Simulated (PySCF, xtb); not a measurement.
GeH7NOSi, SMILES N[SiH2][O][GeH3].

GFN2-xTB (xtb) at its own geometry gives an orbital gap of 5.95 eV and a dipole moment of 0.82 D.

The structure is a stationary point at PBE0-D3(BJ)/def2-SVP. This is a generated structure with no PubChem entry under its InChIKey; it may be hypothetical. One conformer was computed; it need not be the lowest.

Problem. What does PBE/def2-TZVP run with PySCF give? (Estimate from the structure and the level; the computed values follow.)

Solution. gap 5.68 eV (levels -6.29 and -0.61 eV), dipole 0.97 D.
